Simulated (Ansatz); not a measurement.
Z-matrix (Å, degrees):
```
C
Ge 1 1.916
H 1 1.089 2 109.8
H 1 1.090 2 109.3 3 -120.2
H 1 1.090 2 109.4 3 120.1
O 2 1.755 1 109.6 3 172.2
O 2 1.764 1 115.8 3 -64.3
F 2 1.742 1 110.2 3 52.7
H 6 0.961 2 112.7 1 164.7
H 7 0.961 2 111.7 1 113.3
```

The species carries charge 0 and has multiplicity 1.

Problem. List the PBE0/def2-TZVPP orbital energies in eV (Ansatz). (Estimate.)

Solution. Ansatz gave: Occupied: -10861.07, -1359.16, -1209.01, -1208.98, -1208.96, -673.08, -522.81, -522.81, -278.62, -172.08, -121.94, -121.87, -121.81, -35.17, -34.92, -34.74, -34.68, -34.67, -31.76, -28.04, -27.51, -20.29, -15.89, -14.15, -13.49, -12.09, -12.07, -11.70, -11.59, -10.77, -10.38, -9.84, -9.46, -9.01. Lowest empty: 0.19, 1.44, 1.64, 1.95, 2.90, 3.02, 3.08, 3.41.
